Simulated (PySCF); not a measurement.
# Computed records: AlGeH4N2, Ge2H4N2, BGeH5NO, GeH4NOSi

Computed with PySCF 2.14.0. Calculation on a computer-drawn molecule: the log of a Hartree-Fock and frozen-core CCSD(T) single point meant for a local Hartree-Fock minimum, with one planted fault or none, to be diagnosed. Offsets are logged minus clean, where the clean run is the same molecule without the fault. The reference is restricted for singlets and unrestricted otherwise, and also for a bond in bohr or an excited solution. Adding or removing an electron swaps singlet and doublet. The excited solution moves the top pair (singlet) or top alpha electron (doublet) to the lowest empty orbital. Highest occupied and lowest empty are orbital energies over both spins, largest force is the largest gradient component, triples share is (T) over the correlation energy, the T1 limit is 0.02 restricted and 0.045 unrestricted, electrons count all cores, a negative frequency is imaginary (commonest isotopes), and the dipole is about the centre of nuclear charge; on germanium a core potential holds 10 electrons, which the energies leave out, and 3d is frozen in MP2 and coupled-cluster steps.

Common to all runs: meant basis and core potential on germanium cc-pVDZ-PP ECP10MDF; logged SCF converged yes; possible faults no fault, one electron removed, one electron added, multiplicity raised by two, geometry at a saddle point, SCF held on an excited solution, minimal basis STO-3G, one bond length entered in bohr, all coordinates scaled.

(1) AlGeH4N2

Logged structure:
```xyz
8
AlGeH4N2
N      1.8658     2.1185    -0.4796
Ge     1.3422     1.0834     0.8247
N      0.4130    -0.3077     0.5458
Al    -0.4877    -1.6813     0.4260
H      1.6450     1.9421    -1.4418
H      2.4155     2.9443    -0.3320
H      1.7940     1.5495     2.1852
H     -1.3306    -2.9635     0.2949
```

```
meant charge                      : 1
meant multiplicity                : 1
meant basis                       : cc-pV(D+d)Z
logged electrons                  : 62
logged basis functions            : 94
logged spin squared               : 0
logged highest occupied           : -8.3312 eV
logged lowest empty               : -10.096 eV
logged largest force              : 0.12763 hartree/bohr
logged CC converged               : no
logged dipole magnitude           : 2.2932 debye
logged SCF stable within its kind : no
logged energy HF                  : -645.78894 hartree
planted fault                     : SCF held on an excited solution
HF energy offset from clean run   : 323.5 kcal/mol
```

Drawn bonds:
```
atom  other atom  order
   1           2      1
   2           3      2
   3           4      1
   1           5      1
   1           6      1
   2           7      1
   4           8      1
```

Notes: CCSD not converged.

(2) AlGeH4N2

Logged structure:
```xyz
8
AlGeH4N2
N     -0.9405     1.2778     3.0112
Ge     0.0576     0.8522     1.5014
N      1.6400    -2.0941     2.0607
Al     2.4356    -3.4933     2.2442
H     -0.4120     1.1867     3.8632
H     -1.3290     2.2066     2.9921
H     -0.9609     0.7529     0.3294
H      3.2356    -4.8121     2.4287
```

```
meant charge                      : 0
meant multiplicity                : 2
meant basis                       : cc-pV(D+d)Z
logged electrons                  : 63
logged basis functions            : 94
logged spin squared               : 1.0802
logged highest occupied           : -7.3811 eV
logged lowest empty               : 0.1576 eV
logged largest force              : 0.067158 hartree/bohr
logged CC converged               : no
logged dipole magnitude           : 4.5966 debye
logged SCF stable within its kind : yes
logged energy HF                  : -646.36599 hartree
planted fault                     : one bond length entered in bohr, row 2 of the drawn bonds
HF energy offset from clean run   : 65.78 kcal/mol
```

Drawn bonds:
```
atom  other atom  order
   1           2      1
   2           3      2
   3           4      1
   1           5      1
   1           6      1
   2           7      1
   4           8      1
```

Notes: CCSD not converged.

(3) Ge2H4N2

Logged structure:
```xyz
8
Ge2H4N2
N      1.3235     0.3687    -0.2321
Ge     0.4134    -0.5417    -1.4707
N     -1.1317    -0.1799    -1.9547
Ge    -2.9221    -0.2377    -2.0471
H      0.9545     1.2303     0.1229
H      2.3242     0.3335    -0.1996
H      1.3125    -1.6289    -2.0326
H     -3.2401     1.6629    -4.3891
```

```
meant charge                         : 0
meant multiplicity                   : 1
meant basis                          : cc-pVDZ
logged electrons                     : 82
logged basis functions               : 94
logged spin squared                  : 0.9466
logged highest occupied              : -5.7226 eV
logged lowest empty                  : 1.6157 eV
logged largest force                 : 0.025434 hartree/bohr
logged T1 diagnostic                 : 0.040874
logged D1 diagnostic                 : 0.18444
logged triples share                 : 0.039969
logged CC converged                  : yes
logged dipole magnitude              : 4.4905 debye
logged SCF stable within its kind    : yes
logged energy HF                     : -697.86194 hartree
logged energy CCSD(T)                : -698.41222 hartree
planted fault                        : one bond length entered in bohr, row 7 of the drawn bonds
HF energy offset from clean run      : 44.08 kcal/mol
CCSD(T) energy offset from clean run : 54.36 kcal/mol
```

Drawn bonds:
```
atom  other atom  order
   1           2      1
   2           3      2
   3           4      1
   1           5      1
   1           6      1
   2           7      1
   4           8      1
```

(4) BGeH5NO

Logged structure:
```xyz
9
BGeH5NO
N      0.1418     1.5001     3.0721
Ge     1.0279     1.5900     1.4502
B      0.5483     3.3183     0.4053
O      0.7514     3.3422    -0.9279
H      0.3329     2.2581     3.7045
H      0.2583     0.6369     3.5740
H      0.7356     0.2536     0.7448
H      0.1854     4.3091     0.9888
H      0.5739     4.1804    -1.3292
```

```
meant charge                      : 0
meant multiplicity                : 2
meant basis                       : cc-pVDZ
logged electrons                  : 57
logged basis functions            : 90
logged spin squared               : 0.8285
logged highest occupied           : -3.5748 eV
logged lowest empty               : -0.98499 eV
logged largest force              : 0.056594 hartree/bohr
logged dipole magnitude           : 3.7177 debye
logged SCF stable within its kind : no
logged energy HF                  : -450.16429 hartree
planted fault                     : SCF held on an excited solution
HF energy offset from clean run   : 92.81 kcal/mol
```

Drawn bonds:
```
atom  other atom  order
   1           2      1
   2           3      1
   3           4      1
   1           5      1
   1           6      1
   2           7      1
   3           8      1
   4           9      1
```

Notes: coupled-cluster numbers left out as unreliable.

(5) GeH4NOSi

Logged structure:
```xyz
8
GeH4NOSi
N     -1.6626     0.2230     0.0000
Ge    -0.2398    -0.8465     0.0000
O     -0.3616    -2.4650     0.0000
Si     1.7350     0.4021     0.0000
H     -1.6270     1.2224     0.0000
H     -2.5918    -0.1520     0.0000
H      3.0458    -0.2561     0.0000
H      1.7020     1.8721     0.0000
```

```
meant charge                         : 0
meant multiplicity                   : 2
meant basis                          : cc-pV(D+d)Z
logged electrons                     : 65
logged basis functions               : 94
logged spin squared                  : 0.7695
logged highest occupied              : -8.7632 eV
logged lowest empty                  : 0.2763 eV
logged largest force                 : 5.476e-05 hartree/bohr
logged lowest frequency              : -509.7 cm⁻¹
logged T1 diagnostic                 : 0.023492
logged D1 diagnostic                 : 0.092132
logged triples share                 : 0.033463
logged CC converged                  : yes
logged dipole magnitude              : 5.5596 debye
logged SCF stable within its kind    : yes
logged energy HF                     : -713.89673 hartree
logged energy CCSD(T)                : -714.48604 hartree
planted fault                        : geometry at a saddle point
HF energy offset from clean run      : 3.433 kcal/mol
CCSD(T) energy offset from clean run : 2.501 kcal/mol
```

Drawn bonds:
```
atom  other atom  order
   1           2      1
   2           3      2
   2           4      1
   1           5      1
   1           6      1
   4           7      1
   4           8      1
```
